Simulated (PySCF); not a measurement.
Be(Et) (C₂H₅Be), SMILES [Be][CH2]C, multiplicity 2. Geometry: PBE-D3(BJ)/def2-TZVP. The multiplicity is an assumed one; other spin states were not compared. The isomer is the one that the SMILES or the coordinates give; other isomers of the formula were not compared.

Computed equilibrium geometry at PBE-D3(BJ)/def2-TZVP (PySCF confirms it by a frequency run) as Cartesian coordinates in Å, and its point group:
point group Cs.
```xyz
8

Be    -0.6302     1.7130     0.0000
C      0.4401     0.3912     0.0000
C     -0.2017    -1.0103     0.0000
H      1.1054     0.5032     0.8775
H      1.1054     0.5032    -0.8775
H     -0.8379    -1.1666    -0.8839
H     -0.8379    -1.1666     0.8839
H      0.5554    -1.8103     0.0000
```
Charge 0, spin multiplicity 2.
